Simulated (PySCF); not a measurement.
AlClH₂Se.

```xyz
5

Al    -0.8260    -0.6663     0.0000
Cl     0.4212    -2.3482     0.0000
H     -2.3863    -0.8377     0.0000
Se     0.1319     1.4286     0.0000
H      1.4813     0.8471     0.0000
```

Geometry optimised at PBE0-D3(BJ)/def2-TZVP. One conformer was computed; it need not be the lowest.

These are HF/pcSseg-2 (PySCF) values and carry that method's errors. Non-relativistic, no solvent.

Computed absolute GIAO shielding of each atom: isotropic value and principal components (ppm):
```
atom  σ(iso)     σ11     σ22     σ33   span
----  ------  ------  ------  ------  -----
Al1    382.3   321.1   381.8   443.9  122.8
Cl2    953.5   846.8   976.5  1037.1  190.3
H3      26.8    22.5    24.6    33.1   10.6
Se4   2213.0  1974.1  2185.2  2479.6  505.5
H5      30.7    21.1    26.1    44.7   23.6
```
